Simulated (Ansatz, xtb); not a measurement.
## Relative energy of two isomers of Al2F2H6N2

Structure X: `[F][Al-]1([F])[NH2+][AlH2-][NH2+]1`, a singlet. Structure Y: `[F][Al@H-]1[NH2+][Al@H-]([F])[NH2+]1`, a singlet. Both are isolated molecules in the gas phase, relaxed with PBE0-D4/def2-SVP.

Question: Estimate which is lower in electronic energy at CCSD(T)/def2-SVP + ΔMP2/def2-TZVPP, and by roughly how much.

Answer: CCSD(T)/def2-SVP + ΔMP2/def2-TZVPP gives E(Y) − E(X) = +0.004 eV, slightly favouring structure X, which is too small a margin to settle the true order.

How the difference moves with the method:

| level | geometry | E(Y) − E(X) (eV) | departure from the last row (eV) | job, with rough time for the two |
| --- | --- | --- | --- | --- |
| PBE0-D4/def2-SVP | PBE0-D4/def2-SVP | −0.012 | −0.016 | optimisation, 39 s |
| HF/def2-SVP | PBE0-D4/def2-SVP | −0.017 | −0.021 | part of the CCSD(T) run |
| MP2/def2-SVP | PBE0-D4/def2-SVP | 0.000 | −0.004 | part of the CCSD(T) run |
| CCSD(T)/def2-SVP | PBE0-D4/def2-SVP | +0.005 | +0.001 | single point |
| CCSD(T)/def2-SVP + ΔMP2/def2-TZVPP | PBE0-D4/def2-SVP | +0.004 |  | single point, 60 s |

As drawn, both hold the same kinds of bond in the same numbers.

The largest departure from CCSD(T)/def2-SVP + ΔMP2/def2-TZVPP is that of HF/def2-SVP, 0.021 eV. Levels run at GFN2-xTB geometries aren't shown. The last row adds to CCSD(T) the change of the MP2 difference between the two basis sets, here −0.001 eV.

With thermal terms from frequencies at re-optimised GFN2-xTB minima (ideal gas, soft modes damped towards free rotors, one conformer each, 298.15 K, 1 atm): on the last row, ΔE + ΔZPE = +0.021, ΔH = +0.021, ΔG = +0.014 eV.

The correlated steps freeze 14 core orbitals. Mirror images aren't counted in ΔG. Codes used: Ansatz 0.2.0, xtb 6.7.1; the last row on 2 threads of Arm Neoverse V1 on a shared host.
